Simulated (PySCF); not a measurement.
**Electron correlation in Si (silicon, neutral)**

[Ne] 3s2 3p2, high-spin 3P determinant. Computed with PySCF 2.14 in x2c-QZVPPall with one added diffuse shell each of s, p, d, f type (10s7p5d3f1g, 86 functions), with scalar relativity by spin-free X2C-1e. Frozen: [Ne]; 4 electrons correlated.

```json
{"level": "CCSD", "correlation energy (mhartree)": "-76.76"}
{"level": "(T)", "correlation energy (mhartree)": "-2.86"}
{"level": "CCSD(T)", "correlation energy (mhartree)": "-79.62"}
```

Diagnostics: T1 = 0.013, D1 = 0.0307, largest double amplitude 0.073.

Cost of the coupled-cluster step: roughly 19 core-seconds, for 4 correlated electrons.
